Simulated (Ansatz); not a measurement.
**Energy profile**

The step: SiHCl₃O ([OH][Si]([Cl])([Cl])[Cl]) + NH₃ → SiNH₂Cl₃ ([NH2][Si]([Cl])([Cl])[Cl]) + H₂O; bonds formed: O2–H6; dative contacts that become bonds: Si1–N7; bonds broken: Si1–O2, H6–N7 (atoms numbered as in the saddle structure below).

```xyz
10
angstrom
Si -0.3677 0.4003 -0.4774
O -0.5916 -1.4200 0.0824
Cl 0.2111 -0.2877 -2.3465
Cl -2.3387 0.7688 -0.0592
Cl 0.2064 2.4169 -0.8233
H 0.3064 -1.0434 0.7680
N 0.7746 0.1614 0.9432
H -0.4238 -2.0873 -0.5888
H 0.4915 0.6746 1.7711
H 1.7319 0.4166 0.7307
```

Electronic energies by CCSD(T) at an estimated basis limit (MP2 extrapolated from triple and quadruple zeta, plus CCSD(T) − MP2 in triple zeta), on PBE0-D4/def2-TZVP structures; SiNH4Cl3O, singlet; no counterpoise correction. Ansatz 0.2.0; basis: def2-TZVPP and def2-QZVPP; cores frozen in the correlated methods. Extrapolation: Hartree–Fock as exp(−7.88 √X), correlation as X^−2.97.

Task: Give the profile in kJ/mol, counted from the separated reactants. (To be estimated.)

Result: By the calculation:
```
                                                                                                                          point  kJ/mol
  separated: SiHCl3O (linked as [OH][Si]([Cl])([Cl])[Cl]; Si1, O2, Cl3, Cl4, Cl5, H8; singlet) + NH3 (H6, N7, H9, H10; singlet)     0.0
                                                                                                                start structure   -37.5
                                                                                                                         saddle   121.1
                                                                                                                  end structure    19.5
separated: SiNH2Cl3 (linked as [NH2][Si]([Cl])([Cl])[Cl]; Si1, Cl3, Cl4, Cl5, N7, H9, H10; singlet) + H2O (O2, H6, H8; singlet)    35.6
```

The T1 diagnostic stays at or below 0.010.

For scale, one of the runs: CCSD(T)/def2-TZVPP, 286 basis functions, launched by `ansatz run in.yaml --threads 8 --pin off --events-out ev --progress --plain --max-ram 19148MiB`. Hardware: 8 CPU threads of an Arm Neoverse V2, shared host. Wall time 2.9 min; peak host memory 8.2 GiB.
